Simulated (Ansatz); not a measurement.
Geometry optimisation, Ansatz 0.2.0, RKS PBE0-D4/def2-SVP.

Input file:

```yaml
crystal:
  periodic: [false, false, false]
  atoms:
    - { symbol: C, position_ang: [-0.7931, 0.8393, -1.1091] }
    - { symbol: C, position_ang: [0.1247, 0.8324, -0.211] }
    - { symbol: Sn, position_ang: [1.19889, 2.61011, 0.14107] }
    - { symbol: H, position_ang: [-1.3717, 0.0186, -1.3344] }
    - { symbol: H, position_ang: [-1.0331, 1.7976, -1.6794] }
    - { symbol: H, position_ang: [0.33472, -0.07302, 0.38125] }
    - { symbol: H, position_ang: [0.94884, 3.11117, 1.85549] }
    - { symbol: H, position_ang: [0.66326, 3.85165, -0.87745] }
    - { symbol: H, position_ang: [2.96228, 2.29798, -0.07668] }
basis:
  gaussian: { orbitals: def2-SVP }
hamiltonian:
  xc: pbe0
  dispersion: d4
relax:
  f_tol: 0.015
  max_steps: 40
```

Command:

```bash
$ ansatz run input.yaml --threads 1 --pin off --max-ram 2048MiB --backend cpu --events-out ev --progress --plain --runs-dir out
```

Problem. Where does it end, and by what steps?

Solution. The forces met the threshold. The force dipped under the threshold on the way, but the program's further checks kept it going. After 9 steps the energy has fallen by 0.353 eV; H5 moved furthest, 0.13 Å.

```
step  energy less start (eV)  largest force component (eV/Å)  accepted
   0                  0.0000                           3.273       yes
   1                 -0.1823                           1.348       yes
   2                 -0.3200                           0.447       yes
   3                 -0.3320                           0.336       yes
   4                 -0.3470                           0.164       yes
   5                 -0.3526                           0.035       yes
   6                 -0.3531                           0.007       yes
   7                 -0.3533                           0.046       yes
   8                 -0.3533                           0.028        no
   9                 -0.3535                           0.004       yes
```

```xyz
9
Properties=species:S:1:pos:R:3
C -0.836 0.842 -1.147
C 0.115 0.878 -0.208
Sn 1.259 2.632 0.216
H -1.413 -0.069 -1.349
H -1.088 1.714 -1.761
H 0.318 -0.031 0.371
H 1.041 3.108 1.849
H 0.712 3.873 -0.833
H 2.927 2.338 -0.049
```

Whether the end is a true minimum wasn't checked by a vibrational analysis.

The run took 19 s on 1 thread of AMD EPYC 9R45 96-Core Processor (Zen 5), on a shared host, peak memory 0.19 GiB.
